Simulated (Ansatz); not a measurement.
Pulling on the B1–H2 bond in CH5BSe (SMILES CB[SeH]) (multiplicity 1 held, fragments rigid). Energies count from the point at 1.189 Å.
Geometry at that point (charge 0, multiplicity 1):
```xyz
8

B     -0.153    -0.553     1.063
H     -1.132    -0.589     1.735
C      1.169    -1.264     1.482
H      0.979    -2.333     1.632
H      1.494    -0.888     2.458
H      2.000    -1.161     0.783
Se    -0.234     0.425    -0.598
H     -1.635     0.865    -0.493
```

Restricted levels (R-, RO-) in cc, def2 and unpolarised 6-31G sets keep to the state of the molecule at rest. Unrestricted levels (U-) break spin symmetry where that is lower. Active spaces are followed from a long bond inwards. Levels need not reach the same state.

Correlated levels freeze the cores. Filled d and f shells under p-block atoms count as core.

Codes used: Ansatz (a program for electronic structure). Each number belongs to the level named beside it.

Energies in kcal/mol.

| R (Å) | R-wB97X-V/cc-pVTZ | U-wB97X-V/cc-pVTZ | R-SCS-MP2/cc-pVTZ | R-CCSD/cc-pVTZ | FIC-NEVPT4(SD) on CASSCF(2,2)/cc-pVTZ | FIC-MRCISD+Q on CASSCF(2,2)/cc-pVTZ |
|---|---|---|---|---|---|---|
| 0.951 | 25.0 | 25.0 | 24.4 | 24.5 | 24.7 | 24.6 |
| 1.070 | 5.2 | 5.2 | 4.9 | 4.9 | 5.0 | 5.0 |
| 1.189 | 0.0 | 0.0 | 0.0 | 0.0 | 0.0 | 0.0 |
| 1.307 | 3.0 | 3.0 | 3.3 | 3.2 | 3.0 | 3.1 |
| 1.426 | 10.4 | 10.4 | 11.0 | 10.7 | 10.4 | 10.5 |
| 1.605 | 25.4 | 25.4 | 26.2 | 25.5 | 24.9 | 25.1 |
| 1.783 | 41.8 | 41.8 | 42.7 | 41.3 | 40.3 | 40.5 |
| 2.080 | 68.0 | 68.0 | 68.3 | 65.4 | 63.3 | 63.6 |
| 2.377 | 90.6 | 89.5 | 89.7 | 84.6 | 81.0 | 81.3 |
| 2.734 | 112.7 | 102.0 | 109.6 | 100.8 | 94.8 | 95.2 |
| 3.209 | 135.1 | 107.8 | 127.3 | 113.0 | 103.7 | 104.0 |
| 3.804 | 154.9 | 109.5 | 138.0 | 119.2 | 107.0 | 107.3 |

Doubts at one or more of the structures used: a restricted determinant that unrestricted orbitals would lower (R-wB97X-V/cc-pVTZ, R-SCS-MP2/cc-pVTZ, R-CCSD/cc-pVTZ); a spin-contaminated determinant (U-wB97X-V/cc-pVTZ); other coupled-cluster roots lie near (R-CCSD/cc-pVTZ); T1 above 0.05 (R-CCSD/cc-pVTZ).
